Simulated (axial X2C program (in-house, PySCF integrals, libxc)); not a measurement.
Estimating the spin–orbit splitting of the π levels of GaCl

Computed with an in-house relativistic program for diatomic molecules. Spin-free means the one-electron spin-free X2C Hamiltonian; two-component (2c) means X2C with spin–orbit coupling and atomic mean-field two-electron Coulomb and Gaunt terms, so the difference of the two also holds small scalar two-electron terms. Basis: Ga dyall-cv3z [9s9p7d4f1g], Cl dyall-av3z [9s8p3d2f] (cores contracted in-house); Gaussian nuclei, density fitting, unrestricted open shells. Masses: Ga 68.926 u, Cl 34.969 u.

Hartree–Fock at 2.225 Å, closed shell. Valence p splittings ε(p3/2) − ε(p1/2) of spherical Dirac–Hartree–Fock atoms with fractionally filled p shells: Cl 3p 0.140 eV.

```json
{"filled π level (eV), spin-free": "-12.00", "Ga p share": "0.04", "Cl p share": "0.92"}
```

**Question.** In first order a p shell splits by 3ζ/2 and a π orbital by ζ. Estimate the splitting of each π level from the shares.

**Answer.** level -12.00 eV: (2/3) × (0.92 × 0.140) = 0.09 eV.

The two-component Hartree–Fock calculation gives:

```csv
ε(ω = 1/2) (eV),σ share of it,ε(ω = 3/2) (eV),splitting (eV),estimate (eV)
-12.045,0.00,-11.956,0.09,0.09
```

The estimate leaves out the mixing of π1/2 with σ1/2 levels, which pushes the ω = 1/2 spinor up or down, the d and f parts of the orbital, small shares of the strongly split outer-core p shell of a metal, the Gaunt term (absent from the atomic values), and the change of the atomic p orbitals with charge; Löwdin shares depend on the basis.
